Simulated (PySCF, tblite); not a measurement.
Isomers of C5H11NO3Si, one GFN2-xTB conformer each. Single-point energies are computed at PBE0/pcSseg-1 (PySCF, gas phase, no added dispersion term), electronic only.

Question: Rank them by PBE0/pcSseg-1 energy, lowest first (kJ/mol).
A. `[O:1]=[CH:2][CH2:3][O:4][Si@@H:5]([OH:6])[C@H:7]1[CH2:8][CH2:9][NH:10]1` with O1–C2–C3–O4 -10°, C2–C3–O4–Si5 112°, C3–O4–Si5–O6 -156°, O4–Si5–O6–H -12°, O4–Si5–C7–C8 -52°, Si5–C7–C8–C9 125°, C7–C8–C9–N10 -11°, C8–C9–N10–C7 12°
B. `[CH2:1]=[C:2]([CH2:3][O:4][Si@H:5]([NH2:6])[OH:7])[C:8]([CH3:9])=[O:10]` with C1–C2–C3–O4 -125°, C2–C3–O4–Si5 -107°, C3–O4–Si5–N6 140°, O4–Si5–N6–H 47° and 179°, O4–Si5–O7–H 43°

Answer: B (0.0), A (172.0).

As drawn, the lower has a C=C bond outside aromatic rings, which the higher lacks; the higher has a four-membered ring and an Si–C bond, which the lower lacks. GFN2-xTB itself gives, in the same order: 0.0, 110.7. Both levels put the same isomer lowest.

Q: Which frontier levels, dipoles and rotational constants go with these structures?

A: 
| SMILES | HOMO (eV, PBE0/pcSseg-1) | LUMO (eV) | dipole (D) | A, B, C (MHz) |
| --- | --- | --- | --- | --- |
| C=C(CO[Si@H](N)O)C(C)=O | -7.56 | -1.41 | 3.42 | 1719, 836.4, 757.8 |
| O=CCO[Si@@H](O)[C@H]1CCN1 | -6.46 | -0.58 | 2.75 | 1236, 1153, 787.9 |

Q: What happens when harmonic zero-point energies from GFN2-xTB frequencies are added?

A: 
| SMILES | ZPE (kJ/mol) | electronic (kJ/mol) | with ZPE (kJ/mol) |
| --- | --- | --- | --- |
| C=C(CO[Si@H](N)O)C(C)=O | 415.6 | 0.0 | 0.0 |
| O=CCO[Si@@H](O)[C@H]1CCN1 | 420.0 | 172.0 | 176.4 |

The zero-point energies span 4.4 kJ/mol. The order is unchanged.
